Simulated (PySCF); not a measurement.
**Computed properties of C2H7NSi3, SMILES C#C[SiH]1[SiH2]N[SiH2]1**

C2H7NSi3, SMILES [SiH]1(C#C)[SiH2]N[SiH2]1. Coordinates come from a B3LYP-D3(BJ)/def2-SVP optimisation. The structure was generated by enumeration, and PubChem lists no compound with its InChIKey, so it may never have been made. Other conformers were not sampled. All values are computed for the isolated molecule unless a solvent is named; none is compared with measurement here.

**Structure.** The optimised structure has Cs symmetry. All 33 harmonic modes at B3LYP-D3(BJ)/def2-SVP (PySCF) are real, so it is a minimum. With heavy atoms numbered as in [CH:1]#[C:2][SiH:3]1[SiH2:4][NH:5][SiH2:6]1, the shortest bond between them is C1–C2 at 1.218 Å and the longest Si3–Si4 at 2.364 Å.

**Vibrations.** The strongest infrared lines (harmonic, unscaled, degenerate partners summed) lie at 898 cm⁻¹ (344 km/mol, H 63 %, Si 20 %, N 17 %), 978 cm⁻¹ (268 km/mol, H 96 %), 2186 cm⁻¹ (239 km/mol, H 96 %). The softest mode is at 64 cm⁻¹ and the zero-point energy is 49.8 kcal/mol.

**Electronic structure.** PBE0/def2-TZVP (PySCF) places the frontier levels at -7.04 and -0.74 eV, a gap of 6.30 eV, and gives a dipole moment of 0.80 D and a mean polarisability of 111.7 bohr³. PBE/def2-TZVP (PySCF) at the same geometry gives -6.06 and -1.56 eV, so its gap is 1.80 eV narrower. An orbital gap is neither the optical nor the fundamental gap.

**Excitations.** TDA-PBE0/def2-SVPD (PySCF) has S1 at 5.20 eV (238 nm, f = 0.029, weak); the most intense of the 10 singlets computed lies at 6.51 eV (f = 0.23). T1 (TDA) is at 4.45 eV, 0.75 eV under S1. TDA-PBE/def2-SVPD (PySCF) puts S1 at 4.72 eV. No vertical singlet excitation falls in the visible range (under 3.1 eV).

**NMR.** GIAO shifts at HF/pcSseg-1 (PySCF) (non-relativistic, atoms alike by connectivity averaged): ¹³C from 81.8 to 116.6 ppm against TMS; ¹H from 0.4 to 5.1 ppm against TMS; ²⁹Si from -64.1 to -23.7 ppm against TMS.
